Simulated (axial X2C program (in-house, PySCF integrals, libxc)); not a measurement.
# Density and ELF of TeBr

All values were computed with an in-house relativistic program for diatomic molecules. Two-component (2c) means X2C with spin–orbit coupling and atomic mean-field two-electron Coulomb and Gaunt terms. Basis: Te dyall-cv3z [11s12p8d4f1g], Br dyall-cv3z [8s9p6d4f1g] (cores contracted in-house); Gaussian nuclei, density fitting, unrestricted open shells. Masses: Te 129.906 u, Br 78.918 u.

PBE0, with spin–orbit coupling, state Ω = 3/2 (⟨Sz⟩ = 0.51, ⟨Lz⟩ = 0.99 at PBE0); Te at z = 0, Br at z = 2.477 Å.

The maps cover the half plane through the axis: z from -2.4 to 4.8 Å along the bond, ρ from 0.15 to 2.25 Å away from it (steps of 0.3 Å, the bottom row nearest the axis).

log10 of the density in e/bohr³:

digits 0 to 9 span -4.72 to 1.83 evenly
```
0111222333222222222211100
0122233333333233333222110
1122334444433333443332210
1223344444444444444433211
1233445555544455555443221
1234455666555555665543321
1234456777655556776544321
2234556898655567986554321
```

Electron localisation function (collinear form, no current term, damped to 0 at low density):

digits 0 to 9 span 0.00 to 1.00 evenly
```
0000134553200000111000000
0001456776310002343210000
0013578887520024666531000
0014678887631247787642000
0014677655542468888763100
0014663222234676568864100
0014532676225651323764100
0013425575515725372564200
```

Axial spin density in 10⁻³ e/bohr³:

digits 0 to 9 span -2.96 to 2.96 evenly, values beyond are clipped
```
5555555555555544555555555
5555566777655544555555555
5555679999865445555555555
5555799999985445666555555
5556899999996446897655555
5555799999996447999655555
5555689393985336788544445
4444334899564324983244445
```

One determinant describes the state; a PBE0 search over occupations chose it and may have missed a lower one. Density functionals use the spin component along the axis (collinear). The functionals have no current-density term, which raises determinants with orbital currents, atoms included.
